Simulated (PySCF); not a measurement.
# Bonding in `CNC(=O)CCC[SiH2]O`

C₅H₁₃NO₂Si.
Atom-mapped SMILES: `[CH3:1][NH:2][C:3](=[O:4])[CH2:5][CH2:6][CH2:7][SiH2:8][OH:9]` (hydrogens: H10, H11, H12 on C1; H13 on N2; H14, H15 on C5; H16, H17 on C6; H18, H19 on C7; H20, H21 on Si8; H22 on O9)

Structure used (GFN2-xTB), in Å, numbered top down from 1:
```xyz
22
C5H13NO2Si angstrom
C     -1.593    2.493    0.628
N     -1.567    1.057    0.767
C     -1.180    0.231   -0.222
O     -0.826    0.648   -1.315
C     -1.200   -1.243    0.118
C      0.160   -1.889   -0.170
C      1.293   -1.293    0.682
Si     2.499   -0.166   -0.286
O      1.796    1.140   -0.921
H     -2.599    2.877    0.803
H     -0.900    2.961    1.330
H     -1.286    2.732   -0.389
H     -1.845    0.676    1.658
H     -1.476   -1.395    1.164
H     -1.958   -1.717   -0.512
H      0.376   -1.766   -1.233
H      0.070   -2.961    0.021
H      0.864   -0.748    1.525
H      1.869   -2.106    1.124
H      3.106   -0.999   -1.330
H      3.485    0.394    0.634
H      0.900    1.091   -1.283
```

Bond orders from the PBE0/pcSseg-1 density (PySCF). Isolated species at its GFN2-xTB geometry (one conformer only).

(1) Where do the orders between heavy atoms depart from those drawn in the SMILES?

(2) Give the Mayer order of every bond between heavy atoms, beside its length.

## Answers

(1) The largest departure is 0.234, at C3–O4 (drawn double, 1.766). Drawn single, order above 1.12: N2–C3 (1.183). Drawn single, order below 0.88: C7–Si8 (0.864).

(2) 
```
  bond  drawn as  length (Å)  Mayer order
 C1–N2    single       1.443        0.933
 N2–C3    single       1.346        1.183
 C3–O4    double       1.222        1.766
 C3–C5    single       1.513        0.957
 C5–C6    single       1.533        1.048
 C6–C7    single       1.537        0.991
C7–Si8    single       1.913        0.864
Si8–O9    single       1.613        1.085
```

Bonds between the same two heavy elements. C–N: lowest C1–N2 (0.933, 1.443 Å), highest N2–C3 (1.183, 1.346 Å). C–C: lowest C3–C5 (0.957, 1.513 Å), highest C5–C6 (1.048, 1.533 Å); in 2 of the 3 pairs the longer bond (by over 0.003 Å) has the higher order (by 0.02 or more).

Problem. And the bonds to hydrogen?

Solution. C–H: 0.93 to 0.97 (9 bonds); H–N: 0.93 (1 bond); H–Si: 0.90 to 0.92 (2 bonds); H–O: 0.89 (1 bond).

Problem. Sum the orders of all bonds at each heavy atom with more than one neighbour and set the sums beside the valence in the SMILES.

Solution. C1 3.816 (drawn 4), N2 3.045 (drawn 3), C3 3.906 (drawn 4), C5 3.881 (drawn 4), C6 3.943 (drawn 4), C7 3.762 (drawn 4), Si8 3.765 (drawn 4), O9 1.972 (drawn 2). Orders between atoms that aren't bonded are not in these sums.

The Mayer order sums products of elements of PS (density times overlap matrix) between the two atoms' basis functions, so it depends on the basis set.
